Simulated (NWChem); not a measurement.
System: C3H5Br; SMILES C/C=C\Br

The following NWChem deck was run.

```
start job
memory heap 200 mb stack 900 mb global 1100 mb
geometry units angstroms noautosym nocenter noautoz
  C     -0.875967     2.194576     0.000000
  C      0.548395     1.731931     0.000000
  C      1.018253     0.486392     0.000000
  Br    -0.069181    -1.093138     0.000000
  H     -1.576876     1.356738     0.000000
  H     -1.078594     2.817031    -0.881294
  H     -1.078594     2.817031     0.881294
  H      1.312308     2.511304     0.000000
  H      2.072943     0.241609     0.000000
end
basis spherical
  C library 6-31g*
  Br library 6-31g*
  H library 6-31g*
end
dft
  xc pbe0
  iterations 150
end
cosmo
  dielec 4.8
end
task dft energy
```

The geometry was optimised at B3LYP/6-31G* (spherical d).

Level: PBE0/6-31G* with COSMO at NWChem's default radii, gas-phase geometry; the question gives the dielectric constant.

Task: What results follow from this input? (PBE0/6-31G* (spherical d), COSMO on the gas-phase geometry.) Quantities: electrostatic solvation energy (kcal/mol); dipole in solution (D).

Result: The electrostatic solvation energy (kcal/mol) comes out as -2.2. The dipole in solution (D) is 2.46.
